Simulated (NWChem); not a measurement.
C₄H₄ClF; SMILES C=C=C[C@H](F)Cl

```xyz
10

C      0.4037    -3.0784     0.2784
C      0.0893    -1.8960    -0.1762
C     -0.2233    -0.7040    -0.6194
C     -0.4090     0.4612     0.2972
F     -1.6174     1.0583     0.0669
Cl     0.8825     1.7222     0.0058
H     -0.3601    -3.8014     0.5579
H      1.4417    -3.3854     0.3905
H     -0.3597    -0.5057    -1.6811
H     -0.3322     0.1931     1.3513
```
Atoms are numbered in this order, from 1.

All runs: NWChem. Pople sets run with spherical d functions. Medium grid unless said otherwise, to which SCAN and Minnesota functionals are sensitive. All runs use the structure optimised with B3LYP/6-31G* (spherical d). Total energies of different functionals are on different scales.

```tsv
level	energy (Ha)	highest occupied level (eV)	orbital gap (eV)	dipole (D)
B3LYP/6-31G*	-714.7906	-7.59	6.94	2.80
PBE/6-31G*	-714.2894	-6.60	5.17	2.68
r2SCAN/6-31G*	-714.6095	-6.94	5.61	2.86
PW91/6-31G*	-714.6702	-6.64	5.16	2.69
SCAN/6-31G*	-714.7056	-6.95	5.66	2.89
BP86/6-31G*	-714.8141	-6.70	5.17	2.70
RPBE/6-31G*	-714.7330	-6.56	5.19	2.66
BLYP/6-31G*	-714.6904	…	5.15	2.65
CAM-B3LYP/6-31G*	-714.6711	-9.16	9.93	2.87
```

**Question.** Some entries are withheld; supply them.

**Answer.** 
- BLYP/6-31G*, highest occupied level (eV): -6.39
